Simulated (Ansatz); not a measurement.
Job for Ansatz (a program for electronic structure): U-CCSD(T)/def2-TZVPP on TaH+, 2S+1 = 2, a spin state set in the input, which need not be the lowest, a point of a bond scan (R = 1.722 Å). Charge +1. Elements past Kr take the def2 small-core potentials; no spin–orbit coupling.

Ansatz 0.2 input:
```yaml
crystal:
  periodic: [false, false, false]
  atoms:
    - {symbol: Ta, position_ang: [0.00000000, 0.00000000, 0.00000000]}
    - {symbol: H, position_ang: [0.00000000, 0.00000000, 1.72174400]}
basis:
  gaussian:
    orbitals: def2-TZVPP
total_charge: 1
magnetization: {spin_polarized: true, initial_magnetization: 1}
correlation: {method: ccsd_t, electrons: valence}
output: {orbitals: {seedname: ./end}}
```

It printed:

```
WARN ansatz: RAYON_NUM_THREADS=2 ignored (pool sized by the plan → 2); use --threads N
Functional definition: HF
integrals: 0.06 GiB planned
429 factors; integrals over basis functions are off by at most 1.3e-3 eV
mean field: 0.10 GiB planned
mean field evaluation 1: about -1537.8912 eV, gradient 1.3e1 eV
mean field evaluation 2: about -1537.8909 eV, gradient 1.3e1 eV
mean field evaluation 4: about -1539.1264 eV, gradient 1.6e0 eV
mean field evaluation 8: about -1539.2717 eV, gradient 8.0e-1 eV
mean field evaluation 16: about -1540.3757 eV, gradient 4.7e-3 eV
mean field evaluation 32: about -1540.4841 eV, gradient 9.0e-6 eV
mean field evaluation 64: about -1539.2544 eV, gradient 2.0e-4 eV
mean field evaluation 96: about -1540.3724 eV, gradient 3.6e-1 eV
mean field evaluation 128: about -1539.9819 eV, gradient 2.0e-3 eV
mean field evaluation 160: about -1540.1567 eV, gradient 6.4e-1 eV
mean field evaluation 192: about -1540.2324 eV, gradient 3.1e-1 eV
mean field evaluation 224: about -1539.9821 eV, gradient 1.2e-1 eV
mean field evaluation 256: about -1540.4840 eV, gradient 8.6e-2 eV
mean field evaluation 288: about -1540.3873 eV, gradient 1.9e0 eV
mean field evaluation 320: about -1540.4526 eV, gradient 5.0e-1 eV
mean field evaluation 352: about -1539.8145 eV, gradient 1.2e0 eV
mean field evaluation 384: about -1539.7501 eV, gradient 7.3e-2 eV
mean field evaluation 416: about -1540.4458 eV, gradient 4.7e-1 eV
mean field evaluation 448: about -1540.4841 eV, gradient 3.1e-3 eV
mean field evaluation 480: about -1540.2477 eV, gradient 8.5e-4 eV
mean field evaluation 512: about -1540.1276 eV, gradient 3.4e-1 eV
mean field evaluation 544: about -1540.1229 eV, gradient 5.9e-2 eV
mean field evaluation 576: about -1540.1293 eV, gradient 4.5e-2 eV
mean field evaluation 608: about -1540.4840 eV, gradient 1.2e-1 eV
mean field evaluation 640: about -1539.2850 eV, gradient 1.7e0 eV
mean field evaluation 672: about -1540.1290 eV, gradient 9.4e-2 eV
mean field evaluation 704: about -1540.2701 eV, gradient 3.0e-2 eV
mean field evaluation 736: about -1539.4179 eV, gradient 2.9e0 eV
mean field evaluation 768: about -1540.1888 eV, gradient 1.4e0 eV
mean field evaluation 800: about -1539.6237 eV, gradient 2.0e0 eV
mean field evaluation 832: about -1539.6155 eV, gradient 2.2e0 eV
mean field evaluation 864: about -1539.7056 eV, gradient 5.8e-1 eV
mean field evaluation 896: about -1539.4990 eV, gradient 6.5e-1 eV
mean field evaluation 928: about -1539.6819 eV, gradient 5.9e-1 eV
mean field evaluation 960: about -1539.9894 eV, gradient 7.2e-1 eV
mean field evaluation 992: about -1539.3193 eV, gradient 1.5e0 eV
mean field evaluation 1024: about -1539.4680 eV, gradient 1.7e0 eV
mean field evaluation 1056: about -1539.3841 eV, gradient 8.2e-1 eV
mean field evaluation 1088: about -1538.7813 eV, gradient 4.9e-1 eV
mean field evaluation 1120: about -1538.8877 eV, gradient 1.3e0 eV
mean field evaluation 1152: about -1539.2558 eV, gradient 1.6e-1 eV
mean field evaluation 1184: about -1538.6939 eV, gradient 1.4e-1 eV
mean field -1540.48412623 eV, -56.6117474612 hartree, gradient 2.8e-6 eV, S^2 1.745160; 34 other end points of the search recorded, 0 dependent functions left out
determinant -1540.48412623 eV, -56.6117474612 hartree, with singles and doubles -1548.41594142 eV, -56.9032362931 hartree
determinant -1540.37565771 eV, -56.6077613168 hartree, with singles and doubles -1548.36453097 eV, -56.9013469941 hartree
determinant -1540.27012404 eV, -56.6038830259 hartree, with singles and doubles -1548.19980821 eV, -56.8952935441 hartree
determinant -1540.24770544 eV, -56.6030591575 hartree, with singles and doubles -1548.22028163 eV, -56.8960459285 hartree
determinant -1540.21483622 eV, -56.6018512361 hartree, with singles and doubles -1548.22936112 eV, -56.8963795936 hartree
determinant -1540.12935563 eV, -56.5987098823 hartree, with singles and doubles -1548.13042805 eV, -56.8927438705 hartree
determinant -1540.10562143 eV, -56.5978376664 hartree, with singles and doubles -1548.17667652 eV, -56.8944434704 hartree
determinant -1539.98192754 eV, -56.5932919999 hartree, with singles and doubles -1548.04486245 eV, -56.8895993926 hartree
determinant -1539.36197187 eV, -56.5705090490 hartree, with singles and doubles -1547.60349507 eV, -56.8733794405 hartree
determinant -1538.63380536 eV, -56.5437494235 hartree, with singles and doubles -1547.01699186 eV, -56.8518258450 hartree
determinant -1540.48412623 eV, -56.6117474612 hartree, with singles and doubles -1548.40404413 eV, -56.9027990758 hartree
determinant -1540.37565771 eV, -56.6077613168 hartree, with singles and doubles -1548.35322143 eV, -56.9009313759 hartree
determinant -1540.27012404 eV, -56.6038830259 hartree, with singles and doubles -1548.19112436 eV, -56.8949744188 hartree
determinant -1540.24770544 eV, -56.6030591575 hartree, with singles and doubles -1548.21965741 eV, -56.8960229890 hartree
determinant -1540.21483622 eV, -56.6018512361 hartree, with singles and doubles -1548.21658888 eV, -56.8959102223 hartree
determinant -1540.12935563 eV, -56.5987098823 hartree, with singles and doubles -1548.11744209 eV, -56.8922666450 hartree
determinant -1540.10562143 eV, -56.5978376664 hartree, with singles and doubles -1548.16289522 eV, -56.8939370170 hartree
determinant -1539.98192754 eV, -56.5932919999 hartree, with singles and doubles -1548.05137913 eV, -56.8898388760 hartree
determinant -1539.57167441 eV, -56.5782154753 hartree, with singles and doubles -1548.03242084 eV, -56.8891421718 hartree
determinant -1539.25443686 eV, -56.5665572106 hartree, with singles and doubles -1547.95696815 eV, -56.8863693366 hartree
determinant -1538.69136417 eV, -56.5458646707 hartree, with singles and doubles -1546.93418728 eV, -56.8487828327 hartree
reference -1540.48412623 eV, -56.6117474612 hartree; 7, 6 occupied and 63, 64 virtual orbitals, 429 factors
second order -7.45975694 eV of doubles, -0.00000000 eV of singles
coupled cluster: 0.22 GiB planned
cycle   1  -7.91991700 eV  change    9.0e-7 eV  update   7.6e-6
coupled cluster: 0.22 GiB planned
perturbative correction -0.28821013 eV, -0.0105915269 hartree
WARN: the results are in doubt because among natural orbitals the method converges to other amplitudes
Total energy: -1548.69225336 eV, -56.9133905695 hartree
In doubt: among natural orbitals the method converges to other amplitudes
```

The calculation finished and met its thresholds. Its determinant has ⟨S²⟩ = 1.75, a mixture of spin states.

Warnings raised: other amplitudes.

Cost: very roughly 110 core-seconds.
